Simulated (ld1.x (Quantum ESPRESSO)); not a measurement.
# B: from the effect back to the setting (PAW)

Base potential:

ld1.x (Quantum ESPRESSO) 7.5 input, shortened:

```
&input
   title='B', zed=5., rel=1, dft='PZ', iswitch=3,
   config='[He] 2s2 2p1'
 /
 &inputp
   pseudotype=3, lpaw=.true., tm=.true., lloc=-2, rcloc=1.20,
   nlcc=.true.,
   which_augfun='PSQ', rmatch_augfun=1.10
 /
4
2S  1  0   2.00   0.00  0.95  1.20  0.0
2S  1  0   0.00  -0.20  0.95  1.20  0.0
2P  2  1   1.00   0.00  1.45  2.00  0.0
2P  2  1   0.00   0.70  1.45  2.00  0.0
 &test
   configts(1)='2s2 2p1'
 /
```

Cutoffs, loose and tight: the cutoffs (Ry, on a coarse ladder) from which the occupation-weighted sum of valence levels, in a spherical-Bessel basis at the reference potential, stays within 10 and 1 mRy of its value at 400 Ry. They do not see the model core or the augmentation charge, which bear on the density cutoff. Test errors are all-electron minus pseudo excitation energies from the reference, over the configurations 2s2 2p0; 2s1 2p0; 2s2 2p0.5; 2s1 2p2; 2s1 2p1; 2s0 2p3; 2s2 2p1.3 (two spin-polarised tests are not counted in the largest error); variants that change the core or the reference have their own tests.

Only the scale of all radii but the core radius (base = 1) is moved (1 further runs of the sweep failed or gave no value and are left out):

| scale of all radii but the core radius (base = 1) | cutoff, loose | cutoff, tight | bound ghosts | largest test error (meV) |
| --- | --- | --- | --- | --- |
| 0.89 | 21 Ry | 35 Ry | none | -7.6 |
| 1.14 | 12 Ry | 18 Ry | none | -7.5 |
| 1.22 | 8 Ry | 15 Ry | none | -7.0 |
| 1.35 | 6 Ry | 10 Ry | none | -6.1 |

Problem. One more run gave cutoff, loose: 18 Ry; cutoff, tight: 30 Ry; bound ghosts: none; largest test error (meV): -8.0. Which value of the scale of all radii but the core radius (base = 1) was used?

Solution. 0.98. The loose cutoff moves one way along this sweep, from 21 Ry at 0.89 to 6 Ry at 1.35, which places the run between 0.89 and 1.14.
